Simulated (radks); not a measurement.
The numbers below are computed, except where a source is named.
Problem. Species: Rb XV. Configuration: [Ar] 3d5 (the NIST ground configuration). Code: a radial shooting solver on a logarithmic mesh with Libxc functionals. Model: Dirac Kohn-Sham, LDA (Slater exchange, Perdew-Wang correlation), spin-unpolarised, spherical densities, finite nucleus; open shells fill j = l - 1/2 first; Fermi nuclear charge, rms radius 4.2036 fm. Some entries of the table are withheld. Estimate them.

orbital,occ.,eigenvalue (eV),<r> (bohr),<r^2> (bohr^2)
1s1/2,2,-15421.92,0.04034,0.002193
2s1/2,2,-2421.193,0.1774,0.03711
2p1/2,2,(1),0.1520,0.02833
2p3/2,4,(2),0.1560,0.02972
3s1/2,2,-663.9420,0.4821,0.2654
3p1/2,2,(3),0.4742,(4)
3p3/2,4,(5),0.4824,(6)
3d3/2,4,(7),0.4494,0.2387
3d5/2,1,(8),0.4518,0.2411
4s1/2,0,-287.4636,1.026,1.181
4p1/2,0,-263.7244,1.052,1.248
4p3/2,0,-260.7081,1.064,1.277
4d3/2,0,-222.4667,(9),1.388
4d5/2,0,-221.8961,(10),1.396

Solution. 
(1) 2p1/2 eigenvalue (eV): -2237.549
(2) 2p3/2 eigenvalue (eV): -2176.688
(3) 3p1/2 eigenvalue (eV): -598.2816
(4) 3p1/2 <r^2> (bohr^2): 0.2606
(5) 3p3/2 eigenvalue (eV): -587.4387
(6) 3p3/2 <r^2> (bohr^2): 0.2693
(7) 3d3/2 eigenvalue (eV): -475.7680
(8) 3d5/2 eigenvalue (eV): -473.6917
(9) 4d3/2 <r> (bohr): 1.102
(10) 4d5/2 <r> (bohr): 1.105
